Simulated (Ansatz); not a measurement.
Two members of one family (BP nanocrystals, H-capped), computed with Ansatz in the gas phase. A negative affinity means that the extra electron isn't bound at that geometry and level; within about 0.2 eV of zero the sign isn't settled. Binding counts from free atoms in the multiplicity of their measured ground term, without zero-point energy. Sets without diffuse functions give affinities that are too small. A dash marks a value that wasn't run or was left out as unsound. The structures are stationary points that may keep the symmetry of their start. Remarks come from the PBE and PBE0 runs and from stability tests at other levels; not every state was tested. A HOMO above zero means that the electron is unbound at that level and held by the basis, or that self-interaction error raises the level; the energy of removing that electron tells which. HOMO above LUMO (over both spins in singlets and doublets, within one spin in higher multiplets; at PBE or PBE0), or a gap under 0.15 eV within one spin, warns that the state may not be the lowest or that an electron is smeared out.

First: B12P12H32, cut from zinc blende (singlet, charge 0, r2SCAN-D4/def2-SVP geometry).

Cartesian coordinates in Å:
```
B 3.8486 -0.5213 -0.2038
B 0.0108 -2.9780 2.8027
B -1.8168 0.4059 2.9825
B 2.3800 2.3712 -0.2622
B -0.4454 2.8225 1.3192
B 1.0143 -0.0362 1.3842
B 1.0946 -1.9041 -1.2842
B -1.6894 -1.4096 0.2925
B -0.3397 1.0225 -1.3372
B 2.4874 0.5430 -2.9396
B -3.1836 1.4743 0.2369
B -2.8115 -0.7702 -2.8685
P 1.3949 -1.6573 2.4200
P 2.7261 0.7459 0.7857
P 2.7691 -1.0062 -1.7688
P -0.1306 1.2035 2.3885
P -1.2751 -3.0177 1.3376
P -2.7283 -0.0932 1.3216
P 1.2556 3.5710 0.7639
P 1.4078 1.7751 -1.8621
P -1.4509 2.2347 -0.2651
P 0.0406 -0.6027 -0.2552
P -2.6110 -1.9735 -1.3459
P -1.2785 0.4324 -2.9547
H 4.8458 0.0860 -0.5506
H 4.0709 -1.4907 0.5039
H 0.5208 -4.0769 2.8907
H -0.5854 -2.6166 3.7919
H -2.4783 1.2794 3.5128
H -1.5813 -0.5608 3.6780
H 3.4270 2.8974 -0.5784
H -1.1029 3.6208 1.9562
H 1.3060 -2.8644 -0.5541
H 0.4455 -2.1936 -2.2828
H 3.5463 1.1009 -3.1623
H 1.8599 0.2376 -3.9409
H -3.7454 2.2700 0.9659
H -3.7945 1.1680 -0.7664
H -3.7988 -0.1011 -2.6664
H -2.8496 -1.4422 -3.8805
H 1.9668 -1.2541 3.6554
H 2.5147 -2.2655 1.8059
H 3.3867 1.1692 1.9764
H 3.5341 -1.9432 -2.5135
H 0.6145 1.6105 3.5315
H -2.4963 -3.5548 1.8216
H -0.9231 -4.0244 0.4041
H -3.9406 -0.7526 1.6682
H 1.9595 4.0687 1.8926
H 1.0447 4.7842 0.0544
H 1.1060 2.9521 -2.6082
H -1.6706 3.3964 -1.0606
H -1.9986 -3.1845 -1.7550
H -3.8935 -2.4619 -0.9838
H -0.2860 -0.0784 -3.8238
H -1.6736 1.5929 -3.6700
```

| level | HOMO (eV) | LUMO (eV) | gap (eV) | vertical EA (eV) | binding per atom (eV) |
| --- | --- | --- | --- | --- | --- |
| PBE-D4/def2-SVP | -5.95 | -1.50 | 4.45 | 0.11 | 3.65 |
| r2SCAN-D4/def2-SVP | -6.20 | -1.30 | 4.90 | – | 3.60 |
| PBE0-D4/def2-SVP | -7.04 | -0.71 | 6.32 | -0.23 | 3.63 |

Remarks: HOMO above zero (-1 doublet), gap within one spin near zero at PBE or PBE0 (-1 doublet).

Second: B13P13H30, cut from zinc blende (singlet, charge 0, r2SCAN-D4/def2-SVP geometry).

```xyz
56

B    -1.543    0.381    1.934
B     1.263    1.879    2.531
B     0.658   -0.946    3.967
B     0.089   -2.281    1.029
B     2.880   -0.755    1.635
B    -0.951    3.222    0.500
B    -3.752    1.727   -0.077
B    -2.098   -0.954   -0.978
B    -1.500    1.900   -2.382
B     0.697    0.561   -0.390
B     2.318   -2.106   -1.313
B     0.153   -0.794   -3.299
B    -0.460   -3.638   -1.903
P    -0.133    0.697    3.257
P    -2.335    2.031    1.238
P     0.425    3.496    1.847
P    -0.733   -0.589    0.410
P     2.035    0.904    1.009
P     1.418   -1.833    2.397
P     0.860   -3.176   -0.534
P     3.602   -1.683    0.086
P    -0.148    2.229   -0.993
P    -2.862    0.763   -1.529
P    -1.218   -1.915   -2.440
P    -0.654    0.898   -3.819
P     1.481   -0.427   -1.897
H    -2.408   -0.330    2.407
H     2.126    2.133    3.346
H    -0.233   -1.645    4.416
H     1.553   -0.660    4.742
H    -0.792   -2.966    1.510
H     3.744   -0.503    2.449
H    -1.407    4.275    0.105
H    -4.591    0.999    0.417
H    -4.154    2.799   -0.493
H    -2.957   -1.653   -0.476
H    -1.955    2.953   -2.778
H     2.849   -2.659   -2.254
H     0.681   -1.346   -4.241
H    -1.337   -4.306   -1.389
H     0.107   -4.143   -2.855
H    -0.706    1.422    4.339
H    -2.890    2.746    2.337
H    -0.113    4.242    2.928
H     1.407    4.416    1.385
H     3.053    1.725    0.435
H     2.033   -3.044    2.820
H     1.480   -4.376   -0.086
H     4.251   -2.872    0.507
H     4.716   -0.978   -0.449
H     0.874    3.046   -1.563
H    -3.820    0.505   -2.550
H    -2.190   -2.150   -3.453
H    -1.596    0.673   -4.856
H     0.282    1.710   -4.516
H     2.500    0.394   -2.466
```

**Question.** Estimate how these quantities change from the first to the second (second minus first).

**Answer.** 
```csv
level,Δ HOMO (eV),Δ LUMO (eV),Δ gap (eV),Δ vertical EA (eV),Δ binding per atom (eV)
PBE-D4/def2-SVP,0.10,-0.09,-0.19,0.11,0.13
r2SCAN-D4/def2-SVP,0.11,-0.11,-0.22,–,0.12
PBE0-D4/def2-SVP,0.13,-0.09,-0.23,0.11,0.13
```

Remarks: HOMO above zero (-1 doublet).
